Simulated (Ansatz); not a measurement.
Geometry optimisation, Ansatz 0.2.0, UHF/def2-SVP.

Input:

```yaml
crystal:
  periodic: [false, false, false]
  atoms:
    - { symbol: O, position_ang: [0.5934, 0.4271, -1.9357] }
    - { symbol: C, position_ang: [1.1755, 0.6274, -0.8719] }
    - { symbol: "N", position_ang: [0.5811, 0.2301, 0.3634] }
    - { symbol: Ge, position_ang: [-1.0079, -0.5371, 0.486] }
    - { symbol: H, position_ang: [2.1666, 1.0692, -0.912] }
    - { symbol: H, position_ang: [1.1597, 0.3863, 1.2541] }
    - { symbol: H, position_ang: [-1.0787, -1.8539, -0.3373] }
    - { symbol: H, position_ang: [-0.36559, 0.36336, -0.04601] }
    - { symbol: H, position_ang: [-1.4018, -0.8514, 2.0132] }
magnetization:
  spin_polarized: true
basis:
  gaussian: { orbitals: def2-SVP }
hamiltonian:
  xc: hf
relax:
  f_tol: 0.02
  max_steps: 50
```

Run as:

```bash
$ ansatz run input.yaml --threads 2 --pin off --max-ram 3072MiB --backend cpu --events-out ev --progress --plain --runs-dir out
```

**Question.** Where does it end, and by what steps?

**Answer.** It converged. After 38 steps the energy has fallen by 7.184 eV; H5 moved furthest, 1.55 Å. The start is strongly strained (largest force component 14 eV/Å), so its close contacts needn't be bonds. Parted: Ge4–H8 (1.23 → 2.85 Å).

```json
{"step": "0", "energy less start (eV)": "0.0000", "largest force component (eV/Å)": "13.546", "accepted": "yes"}
{"step": "2", "energy less start (eV)": "-4.6731", "largest force component (eV/Å)": "1.761", "accepted": "yes"}
{"step": "4", "energy less start (eV)": "-5.7984", "largest force component (eV/Å)": "3.609", "accepted": "yes"}
{"step": "6", "energy less start (eV)": "-6.5873", "largest force component (eV/Å)": "2.025", "accepted": "yes"}
{"step": "8", "energy less start (eV)": "-6.8852", "largest force component (eV/Å)": "0.793", "accepted": "yes"}
{"step": "10", "energy less start (eV)": "-7.0237", "largest force component (eV/Å)": "0.867", "accepted": "yes"}
{"step": "12", "energy less start (eV)": "-7.1206", "largest force component (eV/Å)": "1.619", "accepted": "yes"}
{"step": "14", "energy less start (eV)": "-7.1703", "largest force component (eV/Å)": "0.335", "accepted": "yes"}
{"step": "16", "energy less start (eV)": "-7.1746", "largest force component (eV/Å)": "0.072", "accepted": "yes"}
{"step": "18", "energy less start (eV)": "-7.1759", "largest force component (eV/Å)": "0.052", "accepted": "yes"}
{"step": "20", "energy less start (eV)": "-7.1767", "largest force component (eV/Å)": "0.066", "accepted": "yes"}
{"step": "22", "energy less start (eV)": "-7.1780", "largest force component (eV/Å)": "0.120", "accepted": "yes"}
{"step": "24", "energy less start (eV)": "-7.1792", "largest force component (eV/Å)": "0.142", "accepted": "yes"}
{"step": "26", "energy less start (eV)": "-7.1814", "largest force component (eV/Å)": "0.079", "accepted": "yes"}
{"step": "28", "energy less start (eV)": "-7.1823", "largest force component (eV/Å)": "0.093", "accepted": "yes"}
{"step": "30", "energy less start (eV)": "-7.1833", "largest force component (eV/Å)": "0.049", "accepted": "yes"}
{"step": "32", "energy less start (eV)": "-7.1836", "largest force component (eV/Å)": "0.025", "accepted": "yes"}
{"step": "34", "energy less start (eV)": "-7.1838", "largest force component (eV/Å)": "0.031", "accepted": "yes"}
{"step": "36", "energy less start (eV)": "-7.1841", "largest force component (eV/Å)": "0.027", "accepted": "yes"}
{"step": "38", "energy less start (eV)": "-7.1841", "largest force component (eV/Å)": "0.015", "accepted": "yes"}
```

```xyz
9
Properties=species:S:1:pos:R:3
O 1.090 0.647 -1.878
C 1.114 0.346 -0.742
N 0.160 0.783 0.189
Ge -1.381 -0.928 0.810
H 1.862 -0.325 -0.302
H 0.547 0.991 1.094
H -1.045 -1.635 -0.560
H -0.381 1.555 -0.165
H -0.144 -1.572 1.569
```

Run time: 61 s on 2 threads of Intel(R) Xeon(R) 6975P-C (Granite Rapids) (shared host), peak memory 0.29 GiB.
